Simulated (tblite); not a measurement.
C3H10F2Si3.
Geometry (GFN2-xTB, Å), atoms numbered from 1 in this order:
```
atom  x, y, z in Å
C1    -2.415   -0.622    0.427
C2    -1.453   -0.047   -0.607
C3    -0.142    0.417   -0.001
F4    -0.448    1.475    0.906
Si5    1.190    1.194   -1.221
Si6    2.778    0.238    0.203
F7     3.844   -0.744   -0.543
Si8    0.903   -0.865    1.061
H9    -1.987   -1.505    0.896
H10   -2.612    0.117    1.200
H11   -3.359   -0.895   -0.039
H12   -1.220   -0.802   -1.362
H13   -1.934    0.796   -1.111
H14    1.003    0.631   -2.565
H15    0.982    2.639   -1.327
H16    3.715    1.018    1.010
H17    0.513   -0.807    2.471
H18    0.632   -2.230    0.588
```

Calculated harmonic vibrations of the isolated species, GFN2-xTB (tblite), most abundant isotopes, no scaling. Against measured fundamentals such values can be off by several per cent, at times by over 20. Modes of hydrogen on silicon can be 10 to 20 % off. One conformer, not necessarily the lowest.

Harmonic wavenumbers (cm⁻¹): 39.5, 94.4, 124.9, 131.6, 148.8, 197.1, 216.8, 250.1, 263.9, 323.2, 335.9, 357.6, 392.9, 397.6, 432.1, 453.2, 500.5, 525.2, 543.7, 606.6, 664.4, 691.8, 748.2, 763.2, 777.9, 789.0, 817.7, 899.0, 981.0, 1092.7, 1098.0, 1147.8, 1261.1, 1328.1, 1410.6, 1478.6, 1496.3, 1501.7, 2189.3, 2198.0, 2233.9, 2245.6, 2252.2, 2951.9, 2972.9, 3025.8, 3029.1, 3043.3.

A = 2004, B = 769.5, C = 672.4 MHz; mass 168.006 u (most abundant isotopes); point group C1, symmetry number 1.

Question: What is the zero-point energy?

Answer: Half the sum of the wavenumbers: 25712 cm⁻¹ = 307.59 kJ/mol.

Question: What is S at 273.15 K and 1 bar for an ideal gas of classical rigid rotors and harmonic oscillators?

Answer: Translation 170.94, rotation 124.92, vibration 140.10: S = 436.0 J/(mol K).

Question: And Cp and H(273.15 K) − H(0)?

Answer: Cp = 187.71 J/(mol K), of which vibrations give 154.45 (their classical limit is 48 R = 399.1); H(273.15 K) − H(0) = 30.33 kJ/mol without the zero-point energy, 21.25 from vibrations.

Question: How do the functions run with temperature in this model?

Answer: 
| T (K) | S (J/(mol K)) | Cp (J/(mol K)) | H − H(0) (kJ/mol) | G − H(0) (kJ/mol) | ln q(vib) |
| --- | --- | --- | --- | --- | --- |
| 150 | 344.0 | 122.2 | 11.04 | -40.56 | 3.34 |
| 250 | 419.8 | 176.9 | 26.11 | -78.84 | 6.70 |
| 298.15 | 452.9 | 198.6 | 35.16 | -99.86 | 8.35 |
| 400 | 516.7 | 236.3 | 57.39 | -149.30 | 11.78 |
| 600 | 623.1 | 288.3 | 110.22 | -263.66 | 18.12 |
| 900 | 750.1 | 337.1 | 204.65 | -470.43 | 26.51 |

q(vib) and H(0) count from the zero-point level.

Question: Which modes carry the vibrational entropy at 273.15 K?

Answer: 39.5 cm⁻¹: 21.38; 94.4 cm⁻¹: 14.21; 124.9 cm⁻¹: 11.94; 131.6 cm⁻¹: 11.53; 148.8 cm⁻¹: 10.55; 197.1 cm⁻¹: 8.37 J/(mol K); the other 42 give 62.12 together.

Question: Blend soft modes into free rotors: weight 1/[1 + (100 cm⁻¹/ν̃)⁴] for the oscillator and the rest for a rotor with moment μB/(μ + B), μ = h/(8π²ν), B = 10⁻⁴⁴ kg m². What vibrational entropy results?

Answer: 132.42 J/(mol K) in place of 140.10, which changes −T·S at 273.15 K by +2.10 kJ/mol.

Hindered rotation and anharmonicity are outside this model. Other conformers, if any are populated, would add a mixing term that is left out. The structure is chiral; the term R ln 2 for an equal mix with its mirror image is left out.
